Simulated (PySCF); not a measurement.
## C5H10O2: calculation and literature

Numbering as in the mapped SMILES `[CH3:1][O:2][C:3](=[O:4])[CH:5]([CH3:6])[CH3:7]`. Hydrogens are named by the atom that carries them.

The experiment to reproduce: δ 13C C5 34.1; C6/C7 19.1; δ 1H H(C5) 2.56; H(C6)/H(C7) 1.17 ppm (measured; solution, not stated per compound (mostly CDCl3 or CCl4); Pretsch, Buehlmann, Badertscher, Structure Determination of Organic Compounds, 4th ed. (2009)).
δ 17O O4 353.2; O2 134.2 ppm (measured; liquid, neat, 295 K; 17O NMR survey of organic solvents and oxofluorinated compounds, PMC5915748).

Level of theory: σ from GIAO-PBE0/pcSseg-1, coordinates at the GFN2-xTB level, in PySCF 2.14 (relativity neglected, fast rotation and ring inversion assumed for equivalent nuclei, no solvent model, one conformer).

(1) Set the calculated values beside the experiment.

(2) How far are the unscaled 13C shifts from the references?

(3) How far are the unscaled 1H shifts from the references?

Answers

(1) 
Reference values: measured (solution, not stated per compound (mostly CDCl3 or CCl4); Pretsch, Buehlmann, Badertscher, Structure Determination of Organic Compounds, 4th ed. (2009)).
```
      atoms  quantity  reference  computed  computed, scaled
         C5     δ 13C       34.1      38.1              34.9
      C6/C7     δ 13C       19.1      21.5              18.7
      H(C5)      δ 1H       2.56      2.47              2.42
H(C6)/H(C7)      δ 1H       1.17      1.19              1.21
```

Reference values: measured (liquid, neat, 295 K; 17O NMR survey of organic solvents and oxofluorinated compounds, PMC5915748).
| atoms | quantity | reference | computed | computed, scaled |
| --- | --- | --- | --- | --- |
| O4 | δ 17O vs D2O (external) | 353.2 | – | 345.7 |
| O2 | δ 17O vs D2O (external) | 134.2 | – | 132.4 |

Computed shifts are σ(ref) − σ with the named reference compound (TMS for H and C) calculated as an isolated molecule at the same level. The measured values may be among those fitted. Scaled to experiment by linear calibration (H and C: mostly CDCl3 data, vs TMS): 13C: δ = 179.97 − 0.974σ (rms 2.1 ppm, 958 shifts, 2.3 ppm with the 13 outliers that the fit left out); 1H: δ = 30.01 − 0.943σ (rms 0.17 ppm, 504 shifts, 0.18 ppm with the 4 outliers that the fit left out); 17O: δ = 266.70 − 0.911σ (rms 10.7 ppm, 155 shifts, 12.2 ppm with the 3 outliers that the fit left out vs liquid water, solution or neat liquid). Occasional misses reach two or three times the rms, and more in compound classes unlike the fitted ones.

(2) Mean signed difference +3.20 ppm, mean absolute 3.20 ppm over 2 comparisons; the largest is +4.0 ppm at C5 (sp3 CH α to a carbonyl).

(3) Mean signed difference -0.03 ppm, mean absolute 0.05 ppm over 2 comparisons; the largest is -0.09 ppm at H(C5) (hydrogen on an sp3 CH α to a carbonyl).
